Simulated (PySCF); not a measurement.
Bonding in `[SiH3][SiH2]O[SiH2]P`

Species: H9OPSi3.
SMILES with atom numbers: `[SiH3:1][SiH2:2][O:3][SiH2:4][PH2:5]` (hydrogens: H6, H7, H8 on Si1; H9, H10 on Si2; H11, H12 on Si4; H13, H14 on P5)

Geometry (PBE0-D3(BJ)/def2-SVP, Å), atoms numbered from 1 in this order:
```
atom  x, y, z in Å
Si1   -2.4414    0.1697   -0.6543
Si2   -1.0225    0.2141    1.2157
O3     0.2490   -0.8455    1.0028
Si4    1.6341   -1.0020    0.1013
P5     2.0040    0.9498   -0.9887
H6    -3.5310    1.1823   -0.4892
H7    -1.6622    0.4887   -1.8900
H8    -3.0599   -1.1834   -0.8088
H9    -1.7538   -0.1936    2.4508
H10   -0.4965    1.6034    1.4163
H11    2.7470   -1.3979    1.0117
H12    1.4521   -2.0589   -0.9378
H13    2.6459    1.5763    0.1233
H14    3.2278    0.4820   -1.5601
```

Bond orders from the PBE0/pcSseg-1 density (PySCF). One conformer (not necessarily the lowest) at the PBE0-D3(BJ)/def2-SVP geometry, without solvent, vibrations or thermal averaging.

Q: Where do the orders between heavy atoms depart from those drawn in the SMILES?

A: The largest departure is 0.130, at Si2–O3 (drawn single, 0.870). Drawn single, order below 0.88: Si2–O3 (0.870).

Q: Give the Mayer order of every bond between heavy atoms, beside its length.

A: 
| bond | drawn as | length (Å) | Mayer order |
| --- | --- | --- | --- |
| Si1–Si2 | single | 2.348 | 0.908 |
| Si2–O3 | single | 1.669 | 0.870 |
| O3–Si4 | single | 1.660 | 0.907 |
| Si4–P5 | single | 2.266 | 0.969 |

By pair of heavy elements: O–Si: lowest Si2–O3 (0.870, 1.669 Å), highest O3–Si4 (0.907, 1.660 Å).

Q: And the bonds to hydrogen?

A: H–Si: 0.90 to 0.93 (7 bonds); H–P: 0.93 (2 bonds).

Q: Sum the orders of all bonds at each heavy atom with more than one neighbour and set the sums beside the valence in the SMILES.

A: Si1 3.687 (drawn 4), Si2 3.598 (drawn 4), O3 1.777 (drawn 2), Si4 3.685 (drawn 4), P5 2.829 (drawn 3). Orders between atoms that aren't bonded are not in these sums.

The Mayer order sums products of elements of PS (density times overlap matrix) between the two atoms' basis functions, so it depends on the basis set.

The run behind these numbers computed NMR shieldings as well. Time: 18 s of wall time; peak memory 0.93 GiB. Hardware: Arm Neoverse V2, one thread, on a shared host.
